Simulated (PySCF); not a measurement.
# Distorted geometries of Gd(OH)3

Gd(OH)3 (singlet in the valence; each metal's 4f electrons, 7 of them, lie in its core potential, out of spins and levels). PySCF 2.14.0, RKS PBE, Gd lcecp-1-SVP with ECP53, O def2-SVP, H def2-SVP; non-relativistic Hamiltonian with scalar-relativistic core potentials where named; density fitting; no spin-orbit coupling. Relaxed geometry:

```xyz
7

Gd    0.0000    0.0000   -0.0826
O     2.0708    0.0000    0.1036
H     3.0244    0.0000    0.2621
O    -1.0354    1.7933    0.1036
H    -1.5122    2.6192    0.2621
O    -1.0354   -1.7933    0.1036
H    -1.5122   -2.6192    0.2621
```

**Question.** Order these distorted geometries by energy above the relaxed one, lowest first.
A.
```xyz
7

Gd   -0.0618   -0.0041   -0.0625
O     2.0647    0.0152    0.0946
H     3.0413   -0.0864    0.2108
O    -0.9887    1.8520    0.2074
H    -1.5331    2.5949    0.1710
O    -0.9999   -1.7477    0.1490
H    -1.5225   -2.6239    0.2443
```
B.
```xyz
7

Gd   -0.0255   -0.0026   -0.0711
O     2.0524   -0.0177    0.1282
H     2.9957    0.0309    0.2294
O    -1.0153    1.7937    0.1170
H    -1.4786    2.6241    0.2438
O    -1.0001   -1.8069    0.0975
H    -1.5285   -2.6215    0.2697
```
C.
```xyz
7

Gd   -0.0109   -0.0230   -0.1976
O     2.1335   -0.0587    0.1388
H     3.0320    0.0039    0.2277
O    -1.0051    1.7808    0.1422
H    -1.5354    2.6208    0.3070
O    -1.1122   -1.8174    0.1381
H    -1.5018   -2.5064    0.2583
```

**Answer.** B (0.03 eV), A (0.29 eV), C (1.36 eV).

**Question.** Which forces (eV/Å) act in the one that lies 1.36 eV up?

**Answer.** 
```
Gd    0.80  -0.50   0.79
O    -5.40  -0.24  -0.84
H     3.89   0.27   0.49
O    -0.78   1.14   0.05
H     0.97  -1.53  -0.22
O     8.25  14.52  -2.75
H    -7.74 -13.66   2.48
```
Forces carry noise of the integration grid, about 0.01 to 0.03 eV/Å.

An lcecp potential fixes the number of 4f electrons, so in runs with it no electron can move into or out of that shell.
